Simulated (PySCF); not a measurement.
Gas-phase reaction: C₂F₅ + F = 2 CF₃. Level: ωB97M-V/def2-TZVP†; standard pressure 1 bar.

Method: PySCF energies plus ideal-gas RRHO corrections (1 bar). † marks an energy on the PBE0/def2-TZVP geometry and frequencies. Open shells (unrestricted): C₂F₅ (multiplicity 2), F (multiplicity 2, electronic degeneracy 6), CF₃ (multiplicity 2). Spin-orbit splitting is ignored; it lowers the true energy and changes the entropy of F. C₂F₅: computed as isolated molecules; such fragments, hydroxides, amides, oligomers or adducts are transient or little studied in the gas. The harmonic model lacks anharmonicity and excited electronic states, which grow with temperature; levels with a mode under 35 cm⁻¹ are left out. Internal rotation in C₂F₅ is treated as a harmonic vibration of one conformer, which makes the entropy rough.

| T (K) | 1000/T (1/K) | log10 K |
|---|---|---|
| 500 | 2.0000 | 13.12 |
| 600 | 1.6667 | 11.10 |
| 800 | 1.2500 | 8.53 |
| 1000 | 1.0000 | 6.95 |
| 1200 | 0.8333 | ? |
| 1400 | 0.7143 | 5.10 |

Q: Fit log10 K = a + b·(1000/T) to the five rows, get the mean ΔH° and ΔS°, and predict log10 K at 1200 K.

A: Means: 1000/T = 1.3262, log10 K = 8.960. Sums of products about the means: Sxy = 6.58204, Sxx = 1.056581, so b = Sxy/Sxx = 6.23 and a = 8.960 − (6.23)×1.3262 = 0.70.
ΔH° = −R ln 10 × 1000 K × b = −19.145 × (6.23) = -119 kJ; ΔS° = R ln 10 × a = 13 J/K. The run's own values go from -115 kJ and 20 J/K at 500 K to -127 kJ and 7 J/K at 1400 K.
Prediction at 1200 K: 0.70 + (6.23)×0.8333 = 5.89. The computed value is 5.88, 0.01 from the line.
For scale, ΔH°(298 K) is -112 kJ at this level, -118 kJ at ωB97X-V/def2-TZVP†, and runs from -183 to -47 kJ over the 18 levels computed.
